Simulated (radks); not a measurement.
The numbers below are computed, except where a source is named.
Species: Re34+. Configuration: [Kr] 4d5.

Level of theory: Dirac Kohn-Sham, PBE, spin-unpolarised, spherical densities, finite nucleus; open shells fill j = l - 1/2 first; Fermi nuclear charge, rms radius 5.3698 fm (a radial shooting solver on a logarithmic mesh with Libxc functionals).

Energy parts (hartree):
total: -16074.1039
kinetic: 18258.9223
electron-nucleus: -38044.8455
Hartree: 3989.7736
exchange-correlation: -277.9542

Orbitals (lengths in bohr, moments of r in powers of bohr; <r^-3> diverges for s and p1/2):
| orbital | occ. | eigenvalue (hartree) | <r^2> | <r^-3> | small-component weight |
|---|---|---|---|---|---|
| 1s1/2 | 2 | -2679.045 | 0.0004481 | - | 8.02e-02 |
| 2s1/2 | 2 | -506.0103 | 0.006819 | - | 1.82e-02 |
| 2p1/2 | 2 | -486.4283 | 0.004860 | - | 1.83e-02 |
| 2p3/2 | 4 | -433.5392 | 0.006056 | 17100 | 1.65e-02 |
| 3s1/2 | 2 | -155.1227 | 0.04381 | - | 6.11e-03 |
| 3p1/2 | 2 | -146.4754 | 0.04008 | - | 6.05e-03 |
| 3p3/2 | 4 | -134.7849 | 0.04630 | 3969 | 5.54e-03 |
| 3d3/2 | 4 | -120.3859 | 0.03567 | 686.3 | 5.40e-03 |
| 3d5/2 | 6 | -117.8419 | 0.03736 | 581.6 | 5.26e-03 |
| 4s1/2 | 2 | -66.45529 | 0.1849 | - | 2.45e-03 |
| 4p1/2 | 2 | -62.75365 | 0.1844 | - | 2.38e-03 |
| 4p3/2 | 4 | -59.28952 | 0.2054 | 1202 | 2.22e-03 |
| 4d3/2 | 4 | -53.27111 | 0.1997 | 200.5 | 2.09e-03 |
| 4d5/2 | 1 | -52.54128 | 0.2057 | 168.6 | 2.05e-03 |

The highest occupied level is 4d5/2 at -1429.7 eV. The density falls to 0.001 e/bohr^3 at r = 1.12 bohr.
